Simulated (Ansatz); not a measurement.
Computed with Ansatz on PBE0-D4/def2-TZVP structures; ΔE is electronic, products minus reactants. CCSD(T)/CBS is the MP2 limit (def2-TZVPP, def2-QZVPP) plus CCSD(T) − MP2 in def2-TZVPP, frozen cores. Functionals use def2-TZVPP.

`CB1[SiH2][SiH2]1` → `[SiH3][SiH]1BC1`  (isomerisation)

`CB1[SiH2][SiH2]1`:

Z-matrix (Å, degrees):
```
C
B 1 1.566
H 1 1.092 2 114.1
H 1 1.099 2 106.3 3 -116.7
H 1 1.092 2 114.1 3 126.5
Si 2 1.907 1 130.2 3 -2.9
Si 2 1.907 1 130.2 3 -123.7
H 6 1.482 2 124.3 1 165.7
H 6 1.489 2 125.0 1 -11.1
H 7 1.489 2 124.9 1 11.2
H 7 1.482 2 124.3 1 -165.8
```

`[SiH3][SiH]1BC1`:

Z-matrix (Å, degrees):
```
Si
Si 1 2.321
H 1 1.488 2 108.0
H 1 1.487 2 110.4 3 -119.4
H 1 1.488 2 111.7 3 119.8
B 2 1.916 1 128.4 3 6.7
C 2 2.036 1 104.4 3 -35.4
H 2 1.491 1 113.4 3 -170.9
H 6 1.187 2 138.7 1 154.4
H 7 1.091 2 90.4 1 4.0
H 7 1.089 2 136.2 1 -117.7
```

| species | ωB97M-V energy (Eh) |
| --- | --- |
| `CB1[SiH2][SiH2]1` | -646.02462 |
| `[SiH3][SiH]1BC1` | -646.02217 |

Task: Work out ΔE.

Result: ΔE = (-646.02217) − (-646.02462) = 0.00245 Eh = +0.07 eV. CCSD(T)/CBS gives +0.10 eV.

Largest T1 diagnostic among the species: 0.015.

Leaving LDA and LC-ωPBE aside and taking each functional with its dispersion term where it has one, the values, not all of them listed here, spread over 0.20 eV, from ωB97X-V to PBE-D4. LDA lies +0.07 eV from PBE without D4. From BLYP to BHLYP (50 % exact exchange), in def2-TZVPP and without D4, ΔE moves by −0.10 eV.
